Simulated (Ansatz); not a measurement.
C$_{2}$H$_{5}$BBrF, SMILES `CB(Br)CF`. Charge 0, multiplicity 1. All single points use the PBE0-D4/def2-TZVP geometry. It is one conformer, not always the lowest.

```xyz
10

C    -0.792    1.001    0.583
B     0.116   -0.245    0.469
Br    0.582   -1.298    2.011
C     0.705   -0.772   -0.883
F     0.336    0.007   -1.972
H    -0.975    1.340    1.602
H    -1.757    0.752    0.123
H    -0.394    1.821   -0.023
H     0.378   -1.803   -1.072
H     1.801   -0.803   -0.837
```

Question: What is the dipole moment at ωB97M-V/def2-TZVPP? (Best estimate.)

Answer: The calculation gave: 0.33 D, with components (-0.15, 0.07, 0.28) D in this frame, pointing from negative to positive charge.

Question: And with PBE, r2SCAN, B3LYP? (An estimate is asked.)

Answer: The calculation gave: PBE 0.33 D, r2SCAN 0.32 D, B3LYP 0.36 D.

Question: Give the Mulliken charges with ωB97M-V, PBE, B3LYP in def2-TZVPP. (Best estimate.)

Answer: The calculation gave: 
```tsv
atom	ωB97M-V	PBE	B3LYP
C1	-0.31	-0.30	-0.28
B2	-0.03	0.00	0.02
Br3	-0.07	-0.08	-0.10
C4	0.06	0.05	0.09
F5	-0.25	-0.22	-0.26
H6	0.12	0.11	0.11
H7	0.13	0.12	0.11
H8	0.13	0.12	0.12
H9	0.11	0.10	0.10
H10	0.11	0.10	0.10
```

B3LYP here is the variant with VWN-RPA as its local correlation; programs differ in this.

All numbers were calculated with Ansatz.
